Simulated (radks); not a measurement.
Numerical settings for neutral krypton, [Kr]. All-electron calculation, Dirac Kohn-Sham, PBE, spin-unpolarised, spherical densities, finite nucleus; Fermi nuclear charge, rms radius 4.1884 fm. Program: a radial shooting solver on a logarithmic mesh with Libxc functionals. The defaults (mesh step 0.008 in ln r, mesh end at 40 bohr or more with all orbitals vanishing there, Anderson mixing 0.5 over 9 steps, residual threshold near 1e-9 with the energy settled to 1e-9 hartree or 1e-11 of itself, here a cap of 86 iterations) give E = -2790.4558 hartree and 4p3/2 at -9.041 eV in 14 iterations. Run on one thread of a shared host, so times are rough (Arm Neoverse N1): 0.13 s of CPU time, 0.13 s wall, 14 iterations on 2381 mesh points. Changes against that run (0 stands for a change within the tolerance of the run):

\begin{tabular}{lrrrrr}
setting & iterations & converged & E (mhartree) & e(4p3/2) (meV) & CPU (s) \\ \hline
mesh step in ln r 0.012 & 14 & yes & 0 & 0 & 0.09 \\
mesh step in ln r 0.08 & 14 & yes & -0.152 & -0.0546 & 0.03 \\
mesh step in ln r 0.03 & 14 & yes & 0 & 0 & 0.05 \\
mesh end (bohr) 3 & 13 & level above zero & +1.29e+03 & +1.34e+04 & 0.09 \\
mesh end (bohr) 12 & 14 & yes & +0.00036 & +0.0484 & 0.12 \\
residual threshold 1e-05 & 10 & yes & 0 & +0.0132 & 0.11 \\
residual threshold 0.001 & 9 & yes & 0 & +1.25 & 0.1 \\
mixing 2.5 & 16 & yes & 0 & 0 & 0.15 \\
linear mixing, mixing 0.05 & 86 & no & +0.0112 & -58.4 & 0.61 \\
linear mixing, mixing 0.2 & 86 & no & 0 & 0 & 0.52 \\
mixing history 3 & 17 & yes & 0 & 0 & 0.14 \\
iteration cap 3 & 3 & no & +5.56 & -453 & 0.03 \\
\end{tabular}

Settled on a wrong energy, with an occupied level pushed above zero by the early mesh end: mesh end (bohr) 3 (+1.29 hartree). Apart from these: no run marked as converged misses the energy by more than 1 mhartree. A mesh that ends early acts as a hard wall.
